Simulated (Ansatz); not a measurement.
Abridged output of a molecular run in Ansatz:

```
Functional definition: HF
1410 factors; integrals over basis functions are off by at most 1.2e-3 eV
mean field evaluation 1: about -27081.4622 eV, gradient 5.9e1 eV
mean field evaluation 2: about -27081.4877 eV, gradient 5.9e1 eV
mean field evaluation 4: about -27088.4126 eV, gradient 3.3e0 eV
mean field evaluation 8: about -27088.4579 eV, gradient 6.7e-2 eV
mean field evaluation 16: about -27088.4247 eV, gradient 7.0e-1 eV
mean field -27088.45795162 eV, -995.4824685057 hartree, gradient 1.0e-6 eV, S^2 0.000000; 0 other end points of the search recorded, 0 dependent functions left out
17 core orbitals not correlated: weight in the atoms' cores, before any rotation towards them, 1.000 or more for the frozen orbitals, at most 0.000 for the correlated occupied ones
reference -27088.45795162 eV, -995.4824685057 hartree; 23, 23 occupied and 99, 99 virtual orbitals, 1410 factors
second order -23.09079730 eV of doubles, -0.00000000 eV of singles
cycle   1  -23.50607855 eV  change   -4.2e-1 eV  update   1.4e-1
cycle   2  -24.22998542 eV  change   -7.2e-1 eV  update   4.4e-2
cycle   3  -24.45986208 eV  change   -2.3e-1 eV  update   2.6e-2
cycle   4  -24.45029841 eV  change    9.6e-3 eV  update   6.3e-3
cycle   5  -24.44558902 eV  change    4.7e-3 eV  update   2.9e-3
cycle   6  -24.44665102 eV  change   -1.1e-3 eV  update   9.1e-4
cycle   7  -24.44632746 eV  change    3.2e-4 eV  update   3.7e-4
cycle   8  -24.44613692 eV  change    1.9e-4 eV  update   1.2e-4
cycle   9  -24.44617514 eV  change   -3.8e-5 eV  update   5.0e-5
cycle  10  -24.44619647 eV  change   -2.1e-5 eV  update   1.8e-5
perturbative correction -0.59670344 eV, -0.0219284471 hartree
Total energy: -27113.50085153 eV, -996.4027781029 hartree
```

Its atoms:

Cartesian coordinates in Å:
```
O 1.123 3.293 0.906
In 0.547 1.505 0.362
O -0.707 0.499 1.501
Si -1.355 -1.000 1.495
O 1.187 0.681 -1.292
Si 0.867 -0.700 -2.106
H 0.720 3.551 1.740
H -0.392 -2.004 0.956
H -1.706 -1.379 2.890
H -2.586 -1.049 0.658
H 1.189 -0.492 -3.542
H -0.572 -1.075 -1.985
H 1.683 -1.829 -1.583
```

Question: Which basis set was used?
A. def2-TZVPPD
B. cc-pV(T+d)Z
C. def2-SVP
D. def2-QZVPP

Answer: C. It gives 139 functions.

Question: Write the keys of the input that set method, charge and spin (a neutral closed shell needs none for the last two).

Answer: 
```yaml
correlation: {method: ccsd_t}
```
